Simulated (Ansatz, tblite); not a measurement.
Forces on Zn₄O₄H₁₄ at its r2SCAN-D4/def2-SVP geometry. The state is a singlet with charge 0.

The xTB rows come from tblite. In the singlet geometry the species has come apart into loosely held pieces. In the singlet, H13 and H16 lie 0.77 Å apart (atoms count from 1), so H2 has formed as a molecule.

GFN2-xTB (tblite), largest force 1.14 eV/Å:

```xyz
22
positions Å, forces eV/Å
Zn   -0.507   -1.616    1.501   -0.299   -0.307    0.549
O     0.618    1.704    1.155    0.419    0.222    0.174
Zn    1.918   -1.736    0.313    0.580   -0.260    0.348
O     0.149   -2.226   -0.447   -0.014   -0.735   -0.351
O    -0.122    0.665   -1.430   -0.194    0.261   -0.583
Zn   -0.242    2.429   -0.588    0.116    0.671   -0.217
Zn   -1.293   -0.867   -0.999   -0.597   -0.314   -0.319
O    -2.085    1.976    0.324   -0.404   -0.124   -0.278
H     1.123   -0.755    1.452    0.499   -0.380    0.131
H    -0.764   -2.626    2.644    0.053    0.465   -0.579
H     0.830    0.736    1.210   -0.207    0.521   -0.074
H     1.316    2.167    1.635   -0.196   -0.116   -0.038
H     2.621   -0.156   -1.011    1.066   -0.282    0.068
H     3.285   -2.432    0.181   -0.687    0.255    0.109
H     0.006   -3.137   -0.742    0.032   -0.022   -0.119
H     1.889    0.078   -1.096   -0.940    0.554   -0.327
H     0.036    0.723   -2.382    0.006   -0.004    0.273
H     0.067    3.856   -1.086   -0.147   -0.862    0.303
H    -1.483   -0.455    0.765   -0.032   -0.469    0.348
H    -2.522   -1.309   -1.841    0.682    0.310    0.438
H    -1.975    1.063    0.687    0.101    0.478   -0.062
H    -2.865    1.919   -0.246    0.164    0.139    0.208
```

PBE-D4/def2-TZVP (Ansatz), largest force 0.49 eV/Å:

```
Zn -0.177 -0.014 0.429
O -0.012 0.027 0.254
Zn 0.401 -0.054 0.103
O 0.016 -0.264 -0.268
O 0.256 -0.064 -0.108
Zn 0.086 0.363 -0.311
Zn -0.434 -0.035 -0.189
O -0.201 0.207 0.268
H -0.008 0.058 0.049
H -0.004 -0.067 0.072
H 0.055 -0.221 0.010
H 0.144 0.197 0.086
H -0.098 0.061 -0.049
H 0.097 -0.043 -0.019
H -0.008 -0.119 -0.031
H 0.170 -0.005 -0.009
H -0.026 0.032 -0.165
H 0.013 0.107 -0.001
H -0.061 0.050 0.011
H -0.075 -0.043 -0.053
H 0.040 -0.227 0.114
H -0.174 0.055 -0.191
```

PBE0-D4/def2-TZVP (Ansatz), largest force 0.69 eV/Å:

```
Zn -0.135 -0.032 0.310
O 0.475 -0.247 0.429
Zn 0.228 -0.069 -0.005
O -0.071 -0.624 -0.237
O 0.208 0.032 -0.544
Zn 0.025 0.083 -0.187
Zn -0.171 -0.002 -0.183
O -0.457 -0.388 0.052
H -0.006 0.023 0.051
H -0.008 -0.080 0.080
H -0.079 0.382 -0.022
H -0.255 -0.063 -0.173
H -0.322 0.142 -0.082
H 0.112 -0.049 -0.015
H 0.078 0.416 0.125
H 0.397 -0.097 0.035
H -0.109 -0.007 0.388
H 0.023 0.130 -0.024
H -0.053 0.022 0.001
H -0.101 -0.036 -0.070
H -0.028 0.358 -0.077
H 0.251 0.107 0.148
```
